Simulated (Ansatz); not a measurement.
Tl4H5⁻. Total charge -1; singlet. Geometry B3LYP-D4/def2-SVPD.

Cartesian coordinates in Å:
```
Tl -2.3576 1.6157 1.7187
Tl 1.1954 -1.3994 -1.6326
Tl -1.7168 -0.4557 -0.8815
Tl 1.0456 0.8415 1.2939
H -0.4518 2.0177 2.5637
H 2.2629 -0.7880 -3.0522
H -1.1300 -0.3913 1.3992
H -0.8729 1.6075 -0.1338
H 2.0250 -3.0479 -1.2754
```

In the def2 sets Tl takes a core potential; there is no spin–orbit coupling. Another isomer (singlet) lies 0.57 eV lower at PBE0-D4/def2-TZVPD; other spin states weren't run for this one.

Question: Estimate the orbital energies around the gap (eV) in Ansatz with LDA (SPW92)/def2-TZVPD, PBE-D4/def2-TZVPD, r2SCAN-D4/def2-TZVPD, r2SCANh-D4/def2-TZVPD, PBE0-D4/def2-TZVPD.

Answer: 
```csv
orbital,LDA (SPW92)/def2-TZVPD,PBE-D4/def2-TZVPD,r2SCAN-D4/def2-TZVPD,r2SCANh-D4/def2-TZVPD,PBE0-D4/def2-TZVPD
HOMO−13,-11.31,-11.23,-11.81,-12.58,-13.32
HOMO−12,-11.30,-11.22,-11.79,-12.55,-13.30
HOMO−11,-11.28,-11.20,-11.79,-12.55,-13.29
HOMO−10,-11.20,-11.13,-11.70,-12.46,-13.20
HOMO−9,-11.05,-10.96,-11.50,-12.26,-13.01
HOMO−8,-7.92,-7.61,-7.96,-8.50,-9.05
HOMO−7,-6.87,-6.55,-6.87,-7.36,-7.83
HOMO−6,-5.78,-5.45,-5.72,-6.13,-6.51
HOMO−5,-5.38,-5.04,-5.29,-5.67,-6.03
HOMO−4,-2.49,-2.34,-2.56,-2.93,-3.32
HOMO−3,-2.34,-2.18,-2.40,-2.73,-3.06
HOMO−2,-2.13,-1.99,-2.23,-2.60,-3.00
HOMO−1,-1.85,-1.65,-1.86,-2.15,-2.42
HOMO,-1.10,-0.88,-1.01,-1.27,-1.56
LUMO,0.83,1.11,1.31,1.52,1.71
LUMO+1,1.22,1.47,1.70,1.90,2.06
LUMO+2,1.41,1.63,1.87,2.05,2.14
LUMO+3,1.45,1.69,1.94,2.14,2.28
LUMO+4,1.83,1.92,2.33,2.44,2.31
LUMO+5,2.00,2.04,2.54,2.62,2.39
```
